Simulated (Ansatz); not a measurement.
C$_{2}$H$_{7}$BClN (`CNB(C)Cl`), relaxed with RKS PBE-D4/def2-SVP in Ansatz from a rough embedded geometry. The force threshold is 0.03 eV/Å; the program also tests the step.

Total charge 0; spin multiplicity 1.

Start:

```xyz
12

C    -1.377   -0.879   -0.042
N    -1.084    0.460    0.324
B     0.377    0.565    0.657
C     1.557    0.467   -0.427
Cl    0.899    1.066    2.367
H    -2.513   -0.989   -0.205
H    -0.857   -1.241   -0.910
H    -1.184   -1.568    0.867
H    -1.237    1.039   -0.488
H     1.075    0.186   -1.438
H     2.204   -0.453   -0.184
H     2.140    1.346   -0.520
```

```json
{"step": "1", "energy (eV)": "-16860.1843", "largest force (eV/Å)": "3.779", "largest move (Å)": "0.000"}
{"step": "2", "energy (eV)": "-16860.5582", "largest force (eV/Å)": "1.125", "largest move (Å)": "0.147"}
{"step": "3", "energy (eV)": "-16860.6962", "largest force (eV/Å)": "0.539", "largest move (Å)": "0.178"}
{"step": "4", "energy (eV)": "-16860.8395", "largest force (eV/Å)": "0.950", "largest move (Å)": "0.193"}
{"step": "5", "energy (eV)": "-16861.0336", "largest force (eV/Å)": "0.752", "largest move (Å)": "0.197"}
{"step": "6", "energy (eV)": "-16861.2480", "largest force (eV/Å)": "1.133", "largest move (Å)": "0.192"}
{"step": "7", "energy (eV)": "-16861.4466", "largest force (eV/Å)": "1.026", "largest move (Å)": "0.191"}
{"step": "8", "energy (eV)": "-16861.6080", "largest force (eV/Å)": "1.180", "largest move (Å)": "0.200"}
{"step": "9", "energy (eV)": "-16861.7091", "largest force (eV/Å)": "0.923", "largest move (Å)": "0.197"}
{"step": "10", "energy (eV)": "-16861.7793", "largest force (eV/Å)": "0.357", "largest move (Å)": "0.200"}
{"step": "11 (rejected)", "energy (eV)": "-16861.7497", "largest force (eV/Å)": "0.931", "largest move (Å)": "0.200"}
{"step": "12", "energy (eV)": "-16861.8199", "largest force (eV/Å)": "0.150", "largest move (Å)": "0.100"}
{"step": "13", "energy (eV)": "-16861.8234", "largest force (eV/Å)": "0.019", "largest move (Å)": "0.070"}
{"step": "14", "energy (eV)": "-16861.8241", "largest force (eV/Å)": "0.046", "largest move (Å)": "0.046"}
{"step": "15", "energy (eV)": "-16861.8244", "largest force (eV/Å)": "0.028", "largest move (Å)": "0.022"}
{"step": "16 (rejected)", "energy (eV)": "-16861.8241", "largest force (eV/Å)": "0.062", "largest move (Å)": "0.036"}
{"step": "17", "energy (eV)": "-16861.8245", "largest force (eV/Å)": "0.010", "largest move (Å)": "0.018"}
```

End:

```xyz
12

C    -1.761   -0.881    0.293
N    -0.618   -0.205   -0.290
B     0.589    0.187    0.312
C     1.739    0.920   -0.479
Cl    0.827   -0.164    2.063
H    -2.688   -0.273    0.205
H    -1.952   -1.862   -0.194
H    -1.568   -1.061    1.367
H    -0.719    0.010   -1.285
H     1.499    1.098   -1.548
H     2.680    0.332   -0.432
H     1.970    1.901   -0.012
```

Run time 19 s (4 threads of a server CPU on a shared host); peak host memory 0.15 GiB.
